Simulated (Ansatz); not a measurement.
Computed with Ansatz on PBE0-D4/def2-TZVP structures; ΔE is electronic, products minus reactants. CCSD(T)/CBS is the MP2 limit (def2-TZVPP, def2-QZVPP) plus CCSD(T) − MP2 in def2-TZVPP, frozen cores. This one scheme is used for every species. DFT in def2-TZVPP. B3LYP here is the variant with VWN-RPA as its local correlation; programs differ in this. Each species was taken in one conformer, which may not be the lowest.

`N#COC=O` + `OC(F)[SiH3]` → `O=COC(F)[SiH3]` + `N#CO`  (substitution at a C–O bond)

```tsv
level	ΔE (kJ/mol)
B3LYP	-26.1
HF/def2-QZVPP	-32.3
```

Problem. What does CCSD(T)/CBS give? (Best estimate.)

Solution. The calculation gave: -28.3 kJ/mol. The listed levels differ from it by 2.2, -4.0 kJ/mol.

Largest T1 diagnostic among the species: 0.017.

From PBE to PBE0 (25 % exact exchange), in def2-TZVPP and without D4, ΔE moves by −3.9 kJ/mol. In def2-TZVPP, CCSD(T) changes the Hartree–Fock value by +4.0 kJ/mol (the triples alone add +0.2 kJ/mol) and MP2 by +5.0 kJ/mol.
